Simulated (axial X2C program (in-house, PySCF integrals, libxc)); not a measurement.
# Spin–orbit effects down a group: molecules with V, HF

Calculated with an in-house all-electron X2C program for linear molecules (integrals from PySCF), spin-free (one-electron X2C) or two-component (2c: spin–orbit coupling with atomic mean-field Coulomb and Gaunt terms, which also bring small scalar terms), in Dyall basis sets with cores contracted in-house; open shells are unrestricted.

Basis sets: Br dyall-cv3z, Cl dyall-av3z, F dyall-av3z, V dyall-cv3z.

```tsv
molecule	spin-free state	Re (Å)	ωe (cm⁻¹)	De (eV)	2c state	Re 2c (Å)	ωe 2c (cm⁻¹)	De 2c (eV)
VF	M_S = 2, Λ = 1	1.814	675.6	3.67	Ω = 1	1.814	675.6	n/a
VCl	M_S = 2, Λ = 1	2.295	394.0	2.89	Ω = 1	2.295	394.0	n/a
VBr	M_S = 2, Λ = 1	2.455	293.3	2.43	Ω = 1	2.455	293.3	n/a
```

(1) Work out the shifts from the spin-free to the two-component result.

Each entry is the lowest single determinant of a limited PBE0 search at one distance. De goes to single-determinant-based atoms at the same level (for ions the charge split of lowest energy) and is withheld (n/a) where an atom does not fit its ground term or J level. Main or longest-lived isotopes. One determinant is a doubtful description, or other states lie close, for VF, VCl, VBr; these need not be ground states, and all values refer to the states named. Some open-shell Ω = 0 determinants are out of reach, so the Ω given for VF, VCl, VBr need not be the lowest component. With several unpaired electrons the Ω given is that of one determinant, not necessarily of the lowest component.

Answers

(1) 

```tsv
molecule	2c state	ΔRe (Å)	Δωe (cm⁻¹)	ΔDe (eV)
VF	Ω = 1	0.000	0.0	n/a
VCl	Ω = 1	0.000	0.0	n/a
VBr	Ω = 1	0.000	0.0	n/a
```

Shifts of one unit in the last digit are rounding.
